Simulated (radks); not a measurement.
Q: Radial electron density D(r) = 4 pi r^2 rho(r) of an atom or ion with 1 electrons. Method: scalar-relativistic Kohn-Sham, PBEsol, spin-polarised, spherical densities, finite nucleus; Fermi nuclear charge, rms radius of each element as measured or else 0.836 A^(1/3) + 0.57 fm; computed with a radial shooting solver on a logarithmic mesh with Libxc functionals.

r (bohr)  D(r) (e/bohr)
0.002666         0.9110
0.003104          1.190
0.003613          1.548
0.004173          1.977
0.004858          2.542
0.005656          3.247
0.006584          4.111
0.007665          5.155
0.008852          6.322
0.01031           7.741
0.012             9.335
0.01397           11.06
0.01626           12.83
0.01893           14.54
0.02186           15.94
0.02545           17.03
0.02963           17.51
0.03449           17.24
0.04015           16.13
0.04674           14.22
0.05398           11.84
0.06284           9.034
0.07316           6.280
0.08517           3.919
0.09915           2.158
0.1154            1.027
0.1333           0.4345
0.1552           0.1447
0.1807          0.03834

What is the nuclear charge?

A: Z = 32. The innermost maximum, from 1s, lies near gamma/Z bohr with gamma = sqrt(1 - (Z/c)^2) = 0.972, here 0.0304 bohr (found: 0.0303), and its height grows with Z. The density is that of the germanium ion Ge31+ in 1s1; the configuration itself is not fixed sharply by these data, and Z only to about a unit. D(r) has 1 maximum, at r = 0.0303 bohr.
